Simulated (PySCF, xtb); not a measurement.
CH₇AlO₂Si, SMILES [SiH3][O][AlH][O]C.

GFN2-xTB (xtb) at its own geometry gives an orbital gap of 4.87 eV and a dipole moment of 0.95 D.

Geometry: B3LYP-D3(BJ)/def2-SVP. Other conformers were not sampled.

Question: What does ωB97X/def2-TZVP (PySCF) give? (Estimate from the structure and the level; the computed values follow.)

Answer: gap 12.26 eV (levels -10.68 and 1.58 eV), dipole 0.78 D.
